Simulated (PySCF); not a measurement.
Spin states of KSi⁺

Unrestricted PBE0; PySCF, no relativity, basis sets K aug-pcseg-1, Si aug-pcseg-1. Outer shells of the fragments: K+ closed shells only; Si 3s2 3p2.

Followed along the bond (rough minima from three points):

```
2Ms+1  unpaired  ⟨S²⟩ at the start  R at minimum (Å)  Te (eV)
    3  σ ↑, π ↑               2.00              3.67     0.00
    1  σ ↑, π ↓               1.01              3.70     0.28
    1      none               0.00              3.62     0.86
    3      π ↑↑               2.01  none in the scan   ≤ 0.38
    1      π ↑↓               1.01  none in the scan   ≤ 0.67
```

Solutions found at the starting distance of 3.160 Å, counted from the lowest of them; the search is not exhaustive and high or unbound solutions are not listed, so other states can lie among these:

```csv
2Ms+1,unpaired,term,E (eV),⟨S²⟩,⟨Lz²⟩,μ (D)
3,"σ ↑, π ↑",³Π,0.00,2.00,1.01,-4.11
1,"σ ↑, π ↓",mixed,0.29,1.01,1.01,-4.11
3,π ↑↑,³Σ⁻,0.38,2.01,0.00,-4.37
1,π ↑↓,mixed,0.68,1.01,2.02,-4.33
1,none,¹Σ⁺,0.91,0.00,0.00,-3.67
1,none,mixed,1.69,0.00,2.00,-4.12
3,σ ↑↑,³Σ⁺,4.89,2.00,0.00,5.78
3,"σ ↑↑, π ↑↓",mixed,5.92,3.00,2.01,-4.34
3,π ↑↑,mixed,6.16,2.01,2.01,2.81
3,"σ ↑, δ ↑",³Δ,6.77,2.00,4.00,1.05
```

A term symbol is given only where ⟨S²⟩ and ⟨Lz²⟩ are close to those of a pure state; real π, δ and φ orbitals otherwise mix terms. A positive dipole points towards Si; it is taken about the centre of mass and depends on that origin.
